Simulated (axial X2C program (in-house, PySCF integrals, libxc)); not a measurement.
# CsSi: from the spin-free to the two-component result

All values were computed with an in-house all-electron X2C program for linear molecules (integrals from PySCF). Spin-free means the one-electron spin-free X2C Hamiltonian; two-component (2c) means X2C with spin–orbit coupling and atomic mean-field two-electron Coulomb and Gaunt terms, so the difference of the two also holds small scalar two-electron terms. Basis: Cs dyall-cv3z [15s15p9d4f1g], Si dyall-v3z [8s7p2d1f] (cores contracted in-house); Gaussian nuclei, density fitting, unrestricted open shells. Masses: Cs 132.905 u, Si 27.977 u.

Spin-free state: M_S = 3/2, Λ = 0 (beyond evenly filled blocks: σα, π+α, π-α); fragments Cs + Si.

```tsv
level	Re (Å)	ωe (cm⁻¹)	De (eV)	μ (D)
PBE0	3.261	165.7	1.810	-10.01
HF	3.434	153.5	1.269	-12.24
MP2	3.300	167.6	1.692	n/a
CCSD	3.325	164.6	1.603	n/a
CCSD(T)	3.313	165.9	1.654	n/a
BP86	3.271	159.4	1.742	-9.29
r2SCAN	3.287	163.1	1.951	-10.26
PBE	3.263	160.6	1.810	-9.11
```

Correlated methods: 13 electrons correlated (number of frozen shells: Cs 4 s, 3 p, 2 d; Si 2 s, 1 p), 267 virtual spin orbitals or spinors in MP2, 129 natural virtuals in coupled cluster.

Dipoles are positive if Si is the positive end.

Two-component determinant lowest at the distance of the search:

Ω = 3/2 (⟨Sz⟩ = 1.50, ⟨Lz⟩ = 0.00 at HF); fragments Cs + Si.

```tsv
level	Re (Å)	ωe (cm⁻¹)	De (eV)	μ (D)
PBE0	3.260	165.9	1.810	-9.99
HF	3.434	153.6	1.266	-12.22
MP2	3.299	167.7	1.703	n/a
CCSD	3.324	164.7	1.605	n/a
CCSD(T)	3.312	166.0	1.656	n/a
BP86	3.270	159.5	1.742	-9.26
r2SCAN	3.286	163.2	1.951	-10.24
PBE	3.261	160.8	1.810	-9.09
```

From the two tables, how do the constants change at the CCSD(T) level (2c against spin-free)?

At the CCSD(T) level Re falls by 0.001 Å and ωe doesn't move by more than 0.2 cm⁻¹; De is not compared, since the atomic limits differ or miss part of their spin–orbit lowering.

The state is one determinant whose occupation by symmetry is held fixed; it was picked as the lowest of a PBE0 search that is not exhaustive. De is counted from the lowest determinant-based energies of the atoms at the same level, without counterpoise correction. Density functionals use the spin component along the axis (collinear). CCSD and (T) use frozen natural virtuals with an MP2 correction for the truncation; (T) itself is uncorrected, so its De runs slightly low. In 2c an atomic determinant is not the ground J level, so De misses part of the atomic spin–orbit lowering. This holds for PBE0, MP2, CCSD, CCSD(T), BP86, r2SCAN, PBE. PBE0 can misorder states that lie within some tenths of an eV, so this need not be the ground state of the molecule. The nearest other spin-free determinant of the search, M_S = 1/2, Λ = 0, lies 0.45 eV up at the distance of the search. Without a current term, density functionals place determinants with orbital angular momentum somewhat too high. With several unpaired electrons one determinant need not be a pure state. This is the top spin component of a Σ state; components of lower Ω are not single determinants and can lie lower.
